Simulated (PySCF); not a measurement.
C4H4ClF.

```xyz
10

F     -1.7740     1.1239     0.0000
C     -0.4881     0.8600     0.0000
C      0.2390    -0.2641     0.0000
Cl    -0.1107    -1.9309     0.0000
C      1.5479     0.4831     0.0000
C      0.6864     1.7865     0.0000
H      2.1673     0.3455     0.8997
H      2.1673     0.3455    -0.8997
H      0.8008     2.4128    -0.8990
H      0.8008     2.4128     0.8990
```

The structure is a stationary point at PBE0-D3(BJ)/def2-SVP.

Method: PBE/pcSseg-1 (PySCF). Non-relativistic, no solvent.

Task: Give the absolute GIAO shielding of each atom: isotropic value and principal components (ppm). (Estimate from the structure and the level; the computed values follow.)

Result: 
| atom | σ(iso) | σ11 | σ22 | σ33 | span |
|---|---|---|---|---|---|
| F1 | 246.3 | 131.7 | 260.1 | 347.0 | 215.3 |
| C2 | 27.7 | -54.2 | 67.0 | 70.4 | 124.5 |
| C3 | 75.1 | 12.9 | 98.3 | 114.1 | 101.2 |
| Cl4 | 724.5 | 481.8 | 722.6 | 969.1 | 487.4 |
| C5 | 150.8 | 134.1 | 158.2 | 160.1 | 26.0 |
| C6 | 147.2 | 139.4 | 147.4 | 154.8 | 15.4 |
| H7 | 29.0 | 26.2 | 26.3 | 34.6 | 8.4 |
| H8 | 29.0 | 26.2 | 26.3 | 34.6 | 8.4 |
| H9 | 28.6 | 25.4 | 26.1 | 34.2 | 8.8 |
| H10 | 28.6 | 25.4 | 26.1 | 34.2 | 8.8 |
